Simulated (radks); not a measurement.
Results of a calculation; reference values are marked as such.
Ionisation of Lu, [Xe] 4f14 5d1 6s2, to Lu+, [Xe] 4f14 6s2, under several functionals. Scalar-relativistic Kohn-Sham, spin-polarised, spherical densities, finite nucleus; open shells are filled with parallel spins first (spin-orbit coupling, left out, can overturn this in heavy ions); a radial shooting solver on a logarithmic mesh with Libxc functionals.

| functional | E(Lu) (hartree) | Exc (hartree) | IE (eV) | -e(HOMO) (eV) | <r> HOMO (bohr) | IE error (eV) |
|---|---|---|---|---|---|---|
| OLYP | -14566.7771 | -305.6527 | 5.176 | 1.766 | 2.878 | -0.249 |
| MS2 meta-GGA | -14560.9919 | -299.1604 | 5.368 | 1.961 | 2.868 | -0.058 |
| LDA (Slater exchange, Perdew-Wang correlation) | -14552.6600 | -291.3106 | 5.597 | 2.096 | 2.840 | +0.171 |
| LDA (Slater exchange, Perdew-Zunger correlation) | -14552.6644 | -291.3153 | 5.591 | 2.086 | 2.843 | +0.165 |
| PBEsol | -14557.0163 | -295.6565 | 5.422 | 1.978 | 2.866 | -0.004 |
| BLYP | -14562.3764 | -301.0058 | 5.247 | 1.776 | 2.892 | -0.179 |
| PW91 | -14563.0071 | -301.6609 | 5.443 | 2.003 | 2.884 | +0.018 |
| B86b exchange with PBE correlation | -14562.6311 | -301.2801 | 5.399 | 1.963 | 2.885 | -0.027 |
| TASK exchange with Perdew-Wang LDA correlation | -14560.9108 | -298.1327 | 4.939 | 1.671 | 2.743 | -0.487 |

NIST Atomic Spectra Database: 5.426 eV (measured). Closest: PBEsol. The Delta-SCF values span 0.66 eV, the total energies 14.12 hartree. The highest occupied level is 5d. Open shells are spherical and high-spin; term and fine-structure splittings are not resolved. Spin-orbit splitting is averaged out at the scalar-relativistic level.
